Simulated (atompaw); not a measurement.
## Logarithmic derivatives: platinum (Pt), PAW (atompaw)

Pt, PAW, made with atompaw 4.2.0.5 (PBE, scalar-relativistic). Core [Xe] 4f14, reference 5d9.5 6s0.5 6p0. Waves: 6s (bound); 6s channel at 1.8 Ry; 6p (bound, empty); 6p channel at 1.4 Ry; 5d (bound); 5d channel at -0.05 Ry. Local part: troulliermartins scheme with l = 3 at 0 Ry, radius 2.00 bohr. Core correction: smooth core density matched at 2.70 bohr. Augmentation charge: besselshape compensation charge, radius 2.65 bohr; PAW radius 3.00 bohr; waves and projectors: bloechl.

The phase is arctan(r·u′/u) with u = r·R(r), unwrapped; energies in Ry, scanned from -2 to 5 Ry. A pole is an energy at which the radial function vanishes at the test radius. The pseudo phase is shifted by a multiple of π to meet the all-electron one at the reference energy, and phase errors are pseudo minus all-electron; the curves can meet again beyond the range given. Levels narrower than the energy grid can be missing from the lists of poles. Where the grid stepped over a known ghost or core level, its pole and its step of π were put in at the level’s energy.

Question: For each channel, where are the poles, and over which energies does the pseudopotential scatter like the atom?

Answer:

```tsv
channel	radius (bohr)	reference energy (Ry)	poles, all-electron	poles, pseudo	unbroken range about the reference energy with phases within 0.05 rad	phase error 1 Ry above the reference energy (rad)
s	3.01	-0.39	0.72	0.72	below 3.4	+0.000
p	3.01	-0.05	2.00	-0.77, 2.01	-0.7 to 4.0	+0.000
d	3.01	-0.39	-0.19, 4.25	-0.19, 4.24	the whole range	+0.000
```

Note: ghost states, extra bound levels that the all-electron valence spectrum of the same l lacks: s at -179.9 eV, p at -10.4 eV. A true bound ghost makes a file unfit for plane-wave use.

Phases in the d channel:

| E (Ry) | all-electron | pseudo |
| --- | --- | --- |
| -2.00 | 1.337 | 1.337 |
| -1.76 | 1.319 | 1.319 |
| -1.52 | 1.296 | 1.296 |
| -1.28 | 1.264 | 1.264 |
| -1.04 | 1.210 | 1.210 |
| -0.80 | 1.093 | 1.093 |
| -0.56 | 0.531 | 0.531 |
| -0.32 | -1.369 | -1.369 |
| -0.08 | -1.659 | -1.659 |
| 0.16 | -1.762 | -1.762 |
| 0.40 | -1.834 | -1.834 |
| 0.64 | -1.907 | -1.907 |
| 0.88 | -1.998 | -1.998 |
| 1.12 | -2.132 | -2.132 |
| 1.36 | -2.362 | -2.362 |
| 1.60 | -2.797 | -2.798 |
| 1.84 | -3.458 | -3.460 |
| 2.08 | -3.975 | -3.976 |
| 2.32 | -4.248 | -4.249 |
| 2.56 | -4.398 | -4.399 |
| 2.80 | -4.491 | -4.492 |
| 3.04 | -4.553 | -4.554 |
| 3.28 | -4.599 | -4.600 |
| 3.52 | -4.635 | -4.636 |
| 3.76 | -4.664 | -4.665 |
| 4.00 | -4.689 | -4.690 |
| 4.24 | -4.711 | -4.712 |
| 4.48 | -4.731 | -4.733 |
| 4.72 | -4.751 | -4.753 |
| 4.96 | -4.770 | -4.772 |
